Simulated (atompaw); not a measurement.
## Ce: one change to a PAW (atompaw) potential, before and after

```json
{"Element": "cerium (Ce)", "Generator": "atompaw 4.2.0.5", "Type": "PAW", "Functional": "LDA (PW92)", "Relativity": "scalar-relativistic", "Frozen core": "[Kr] 4d10", "Valence charge": "12", "Reference configuration": "4f1 5s2 5p6 5d1 6s2 6p0", "Partial waves": "5s (bound); 6s (bound); 5p (bound); 6p (bound, empty); 5d (bound); 5d channel at 2.1 Ry; 4f (bound); 4f channel at 0.45 Ry", "Local potential": "bessel scheme, radius 2.15 bohr", "Core correction": "smooth core density matched at 2.20 bohr", "Augmentation charge": "sinc compensation charge, radius 2.05 bohr; PAW radius 2.65 bohr; waves and projectors: bloechl"}
```

All-electron outer shells of the reference configuration (LDA (PW92), scalar-relativistic, ld1.x):

```csv
shell,level (eV),outermost node (bohr),outermost maximum (bohr)
4p,-210.63,0.33,0.62
4d,-110.44,0.31,0.66
5s,-40.73,0.75,1.37
5p,-23.30,0.81,1.53
4f,-5.61,–,0.71
6s,-3.88,1.81,3.68
5d,-3.18,0.92,2.18
6p,-1.41,2.15,4.90
```

Change: local potential troulliermartins scheme with l = 4 at 1 Ry, radius 2.15 bohr.

Cutoffs: the cutoffs (Ry, on a coarse ladder) from which the occupation-weighted sum of valence levels, in a spherical-Bessel basis at the reference potential, stays within 10 and 1 mRy of its value at 400 Ry; they do not see the model core or the augmentation charge, which bear on the density cutoff.

Problem. What does the change do?

Solution. The potential gets harder (25 Ry and 35 Ry → 40 Ry and 50 Ry); the range in which the s phases agree narrows (upper end at the end of the scan → 0.5); the range in which the p phases agree narrows (upper end at the end of the scan → 1.7); neither file shows a bound ghost.

| quantity | base | changed |
| --- | --- | --- |
| cutoff, loose | 25 Ry | 40 Ry |
| cutoff, tight | 35 Ry | 50 Ry |
| loose cutoff by channel (10 mRy a level) | s 8 Ry, p 12 Ry, d 10 Ry, f 25 Ry | s 25 Ry, p 21 Ry, d 21 Ry, f 35 Ry |
| bound ghosts | none | none |
| s: phases at 2.67 bohr within 0.05 rad from the reference energy up to (Ry; the scan ends near 5) | to the end of the scan | 0.5 |
| p: phases at 2.67 bohr within 0.05 rad from the reference energy up to (Ry; the scan ends near 5) | to the end of the scan | 1.7 |
| d: phases at 2.67 bohr within 0.05 rad from the reference energy up to (Ry; the scan ends near 5) | to the end of the scan | 4.1 |
| f: phases at 2.67 bohr within 0.05 rad from the reference energy up to (Ry; the scan ends near 5) | 1.7 | 1.8 |
| lowest overlap eigenvalue by channel | s 0.37, p 0.57, d 0.81, f 1.00 | s 0.26, p 0.46, d 0.63, f 1.00 |

 The cutoffs see the waves, projectors and local potential, not the compensation charge or the core.
